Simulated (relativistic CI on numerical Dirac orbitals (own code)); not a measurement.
## d7 in a ligand field

Computed with a parametric ligand-field model of a d^n configuration (Racah B and C, spin-orbit zeta, crystal field), exact diagonalisation.

Field parameters in Wybourne normalisation: Td as Oh with Dq negative (B⁴₀ = 21Dq, B⁴₄ = √(5/14) B⁴₀). The field is a parameter set, without covalency.

Ground term and bands for B = 520, C = 2550, ζ = 0 cm⁻¹, Td, 10Dq = -3800 cm⁻¹?

Ground term 4A2 with 4.00 electrons in the two orbitals of the cubic e set. Spin-allowed: 4T2 3800 cm⁻¹ (2632 nm), 4T1 6449 cm⁻¹ (1551 nm), 4T1 12751 cm⁻¹ (784 nm). Lowest spin-forbidden: 2E 11022 cm⁻¹ (907 nm), 2T1 11438 cm⁻¹ (874 nm), 2A1 13530 cm⁻¹ (739 nm). With an A2 ground term the first spin-allowed band lies at |10Dq| itself.

Ground term and bands for B = 520, C = 2550, ζ = 0 cm⁻¹, Td, 10Dq = -1920 cm⁻¹?

Ground term 4A2 with 4.00 electrons in the two orbitals of the cubic e set. Spin-allowed: 4T2 1920 cm⁻¹, 4T1 3368 cm⁻¹ (2969 nm), 4T1 10192 cm⁻¹ (981 nm). Lowest spin-forbidden: 2E 10743 cm⁻¹ (931 nm), 2T1 11016 cm⁻¹ (908 nm), 2A1 11650 cm⁻¹ (858 nm). With an A2 ground term the first spin-allowed band lies at |10Dq| itself.

Ground term and bands for B = 520, C = 2550, ζ = 0 cm⁻¹, Td, 10Dq = -10350 cm⁻¹?

Ground term 4A2 with 4.00 electrons in the two orbitals of the cubic e set. Spin-allowed: 4T2 10350 cm⁻¹ (966 nm), 4T1 15209 cm⁻¹ (657 nm), 4T1 23641 cm⁻¹ (423 nm). Lowest spin-forbidden: 2E 11411 cm⁻¹ (876 nm), 2T1 11876 cm⁻¹ (842 nm), 2T2 16670 cm⁻¹ (600 nm). With an A2 ground term the first spin-allowed band lies at |10Dq| itself.

Ground term and bands for B = 520, C = 2550, ζ = 0 cm⁻¹, Td, 10Dq = -5670 cm⁻¹?

Ground term 4A2 with 4.00 electrons in the two orbitals of the cubic e set. Spin-allowed: 4T2 5670 cm⁻¹ (1764 nm), 4T1 9246 cm⁻¹ (1082 nm), 4T1 15564 cm⁻¹ (643 nm). Lowest spin-forbidden: 2E 11178 cm⁻¹ (895 nm), 2T1 11638 cm⁻¹ (859 nm), 2T2 15141 cm⁻¹ (660 nm). With an A2 ground term the first spin-allowed band lies at |10Dq| itself.

Ground term and bands for B = 520, C = 2550, ζ = 0 cm⁻¹, Td, 10Dq = -4730 cm⁻¹?

Ground term 4A2 with 4.00 electrons in the two orbitals of the cubic e set. Spin-allowed: 4T2 4730 cm⁻¹ (2114 nm), 4T1 7875 cm⁻¹ (1270 nm), 4T1 14115 cm⁻¹ (708 nm). Lowest spin-forbidden: 2E 11107 cm⁻¹ (900 nm), 2T1 11552 cm⁻¹ (866 nm), 2A1 14460 cm⁻¹ (692 nm). With an A2 ground term the first spin-allowed band lies at |10Dq| itself.
